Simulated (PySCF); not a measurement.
Correlation energy of Se²⁺ (selenium, charge +2)

[Ar] 3d10 4s2 4p2, high-spin 3P determinant. All numbers are calculated (PySCF 2.14, scalar relativity by spin-free X2C-1e, in x2c-TZVPall). Frozen: [Ar] 3d10; 4 electrons correlated.

MP2 pair energies summed by pair of shells (mhartree):

```csv
pair,energy,share (%)
4s-4p,-35.56,62.6
4s-4s,-15.61,27.5
4p-4p,-5.61,9.9
```

Total MP2 correlation energy: -56.77 mhartree.

Same-spin part -9.28 and opposite-spin part -47.50 mhartree; SCS-MP2 scales them by 1/3 and 6/5 to -60.09 mhartree.

```csv
level,correlation energy (mhartree)
CCSD,-72.43
(T),-1.49
CCSD(T),-73.92
```

Diagnostics: T1 = 0.0062, D1 = 0.0167, largest double amplitude 0.092.

Cost of the coupled-cluster step: 0.55 s of wall time on 1 thread of Neoverse-V1 (shared host), for 4 correlated electrons.
